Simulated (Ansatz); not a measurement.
The inner images of a band of AlH₇O₂SSi (12 atoms, charge 0, multiplicity 1) are given out of order.

Theory: Ansatz 0.2.0, RKS r2SCANh-D4/def2-SVP.

Image 0:

```xyz
12
Properties=species:S:1:pos:R:3
Al 0.071 -0.089 0.499
O 0.203 -0.274 2.214
H 0.178 -1.110 2.681
H 1.383 0.053 -0.371
O -1.337 -0.691 -0.262
Si -2.759 -1.162 -0.914
H -3.236 -2.436 -0.296
H -3.814 -0.125 -0.698
H -2.630 -1.385 -2.385
S -0.489 2.381 0.938
H 0.799 2.784 0.899
H -0.391 1.964 2.223
```

Image 8:

```xyz
12
Properties=species:S:1:pos:R:3
Al -0.012 0.431 0.296
O 0.184 -0.170 2.183
H -0.547 -0.783 2.360
H 1.331 0.073 -0.450
O -1.427 -0.531 0.061
Si -2.682 -1.162 -0.790
H -3.140 -2.426 -0.140
H -3.837 -0.216 -0.825
H -2.290 -1.474 -2.196
S -0.440 2.566 0.790
H 0.817 2.978 0.523
H 0.022 0.626 2.718
```

Problem. Put them in order from the first end to the last, with their energies above the first end.
A.
```xyz
12
Properties=species:S:1:pos:R:3
Al 0.039 0.128 0.337
O 0.241 -0.070 2.125
H -0.191 -0.726 2.682
H 1.361 0.088 -0.514
O -1.417 -0.557 -0.228
Si -2.769 -1.197 -0.895
H -3.194 -2.414 -0.141
H -3.892 -0.213 -0.858
H -2.535 -1.588 -2.316
S -0.408 2.410 1.124
H 0.891 2.779 1.099
H -0.147 1.273 2.115
```
B.
```xyz
12
Properties=species:S:1:pos:R:3
Al 0.005 0.334 0.238
O 0.226 -0.029 2.163
H -0.285 -0.685 2.656
H 1.377 0.038 -0.476
O -1.406 -0.543 -0.182
Si -2.746 -1.182 -0.882
H -3.184 -2.399 -0.134
H -3.875 -0.205 -0.869
H -2.492 -1.579 -2.299
S -0.425 2.477 0.906
H 0.882 2.796 1.023
H -0.097 0.888 2.387
```
C.
```xyz
12
Properties=species:S:1:pos:R:3
Al 0.045 -0.035 0.463
O 0.264 -0.285 2.162
H 0.057 -1.093 2.633
H 1.313 0.120 -0.465
O -1.419 -0.595 -0.221
Si -2.776 -1.184 -0.914
H -3.253 -2.404 -0.195
H -3.874 -0.170 -0.878
H -2.540 -1.557 -2.341
S -0.427 2.433 1.037
H 0.873 2.792 0.976
H -0.284 1.890 2.272
```
D.
```xyz
12
Properties=species:S:1:pos:R:3
Al 0.053 0.016 0.405
O 0.270 -0.209 2.126
H -0.128 -0.909 2.646
H 1.337 0.122 -0.502
O -1.418 -0.564 -0.239
Si -2.776 -1.193 -0.902
H -3.207 -2.413 -0.155
H -3.895 -0.205 -0.853
H -2.552 -1.580 -2.326
S -0.401 2.450 1.097
H 0.904 2.793 1.062
H -0.208 1.605 2.170
```
E.
```xyz
12
Properties=species:S:1:pos:R:3
Al 0.020 0.233 0.281
O 0.217 -0.005 2.148
H -0.237 -0.663 2.694
H 1.376 0.058 -0.493
O -1.410 -0.557 -0.217
Si -2.760 -1.192 -0.900
H -3.191 -2.408 -0.147
H -3.884 -0.209 -0.873
H -2.520 -1.587 -2.319
S -0.409 2.430 1.044
H 0.897 2.775 1.095
H -0.120 1.036 2.218
```
F.
```xyz
12
Properties=species:S:1:pos:R:3
Al -0.001 0.416 0.263
O 0.202 -0.124 2.170
H -0.455 -0.789 2.423
H 1.359 0.071 -0.458
O -1.409 -0.531 -0.030
Si -2.704 -1.170 -0.811
H -3.155 -2.407 -0.105
H -3.847 -0.209 -0.835
H -2.372 -1.536 -2.221
S -0.443 2.547 0.800
H 0.847 2.936 0.715
H -0.044 0.708 2.619
```
G.
```xyz
12
Properties=species:S:1:pos:R:3
Al -0.002 0.385 0.242
O 0.213 -0.068 2.168
H -0.355 -0.752 2.549
H 1.365 0.038 -0.463
O -1.419 -0.518 -0.109
Si -2.727 -1.176 -0.848
H -3.161 -2.403 -0.113
H -3.872 -0.218 -0.858
H -2.431 -1.564 -2.259
S -0.429 2.523 0.822
H 0.876 2.864 0.876
H -0.079 0.800 2.522
```

Solution. C (+0.1 kcal/mol), D (+0.9 kcal/mol), A (+3.0 kcal/mol), E (-2.3 kcal/mol), B (-7.3 kcal/mol), G (-8.7 kcal/mol), F (-9.3 kcal/mol).

The run took 10 min on 4 threads of Arm Neoverse V2, with other jobs on the host, peak memory 0.31 GiB.
